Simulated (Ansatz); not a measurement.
Compare A (`B[SiH]([SiH3])[SiH3]`) with its isomer B (`B[SiH2][SiH2][SiH3]`).

Gas-phase electronic energies from Ansatz, PBE0-D4/def2-TZVP geometries. CCSD(T)/CBS adds triple-zeta CCSD(T) − MP2 to the extrapolated MP2 energy (def2 sets, frozen cores). Functionals use def2-TZVPP. One conformer a species, not always the lowest.

**Question.** Which isomer does CCSD(T)/CBS put lower? Give the gap. (An estimate is asked.)

**Answer.** The calculation gave: A, by 1.4 kcal/mol.

**Question.** Give E(B) − E(A) in kcal/mol with CCSD(T)/def2-SVP, MP2/def2-TZVPP, r2SCAN-D4, PBE-D4, CCSD/def2-TZVPP, CCSD(T)/def2-TZVPP, HF/def2-TZVPP. (Best estimate.)

**Answer.** Computed: CCSD(T)/def2-SVP 1.8, MP2/def2-TZVPP 1.8, r2SCAN-D4 1.5, PBE-D4 1.4, CCSD/def2-TZVPP 1.3, CCSD(T)/def2-TZVPP 1.4, HF/def2-TZVPP 1.2. None reverses the order clearly.

**Question.** Does the order hold for the free energy at 298.15 K (harmonic terms from PBE0-D4)? (Estimate.)

**Answer.** The calculation gave: Yes: G(B) − G(A) = +1.5 kcal/mol, for one conformer each. Modes under 60 cm⁻¹, often nearly free rotors, make the harmonic entropy too high.

Largest T1 diagnostic: 0.015.

Leaving LDA and LC-ωPBE aside and taking each functional with its dispersion term where it has one, the values, not all of them listed here, spread over 0.4 kcal/mol, from CAM-B3LYP-D4 to PBE-QIDH.
